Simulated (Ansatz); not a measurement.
Reaction (ligand exchange at the Si–C bond): `[SiH3]C[SiH2]C=S` + H₂Se → `S=C[SiH2][SeH]` + `C[SiH3]`

Calculated with Ansatz (gas phase, PBE0-D4/def2-TZVP geometries, no zero-point term in ΔE). CBS: MP2 limit from def2 TZ/QZ plus the TZ coupled-cluster correction, frozen cores. This one scheme is used for every species. Functionals use def2-TZVPP. B3LYP here is the variant with VWN-RPA as its local correlation; programs differ in this. For Se outer-core shells are correlated without core-valence functions, which leaves a few kJ/mol of doubt a bond. Scalar relativity is left out up to krypton. Each species was taken in one conformer, which may not be the lowest.

`[SiH3]C[SiH2]C=S`:

```xyz
13

Si    0.796    0.921   -1.491
C    -0.692    0.741   -0.365
Si   -0.819   -0.925    0.450
C     0.347   -1.028    1.928
S     1.185    0.220    2.508
H     1.018    2.345   -1.858
H     2.025    0.401   -0.835
H     0.570    0.139   -2.736
H    -0.635    1.494    0.427
H    -1.599    0.933   -0.947
H    -0.457   -2.033   -0.478
H    -2.187   -1.209    0.971
H     0.448   -1.998    2.426
```

H₂Se:

```xyz
3

Se   -0.573    0.350   -0.135
H    -0.070   -0.386    1.030
H     0.642    0.037   -0.895
```

`S=C[SiH2][SeH]`:

Cartesian coordinates in Å:
```
S -0.259 2.462 1.137
C 0.450 1.165 0.496
Si -0.488 -0.118 -0.502
Se -0.402 -2.143 0.550
H 1.521 1.009 0.659
H 0.128 -0.235 -1.849
H -1.914 0.267 -0.572
H 0.965 -2.408 0.082
```

`C[SiH3]`:

Cartesian coordinates in Å:
```
C 0.277 -0.124 0.939
Si -0.248 0.111 -0.841
H 0.936 0.687 1.259
H 0.814 -1.067 1.064
H -0.591 -0.137 1.601
H -0.977 1.397 -1.009
H -1.147 -0.993 -1.274
H 0.937 0.126 -1.741
```

```
             level  ΔE (kcal/mol)
            PBE-D4          -13.4
            B2PLYP          -14.2
               PBE          -14.7
              PBE0          -14.4
             B3LYP          -14.9
   CCSD/def2-TZVPP          -12.5
SCS-MP2/def2-QZVPP          -13.7
    CCSD/CBS(def2)          -13.4
```

What does CCSD(T)/CBS give? (Estimate.)

Computed: -13.1 kcal/mol. The listed levels differ from it by -0.3, -1.1, -1.6, -1.3, -1.8, 0.6, -0.6, -0.3 kcal/mol.

Largest T1 diagnostic among the species: 0.014.

In def2-TZVPP, CCSD(T) changes the Hartree–Fock value by +2.9 kcal/mol (the triples alone add +0.3 kcal/mol) and MP2 by +2.0 kcal/mol. The D4 term adds +2.0 kcal/mol with B3LYP and +1.2 kcal/mol with PBE0; it sums over pairs of atoms, weighted by their polarisabilities, and B3LYP, whose exchange is more repulsive, gets the larger term.
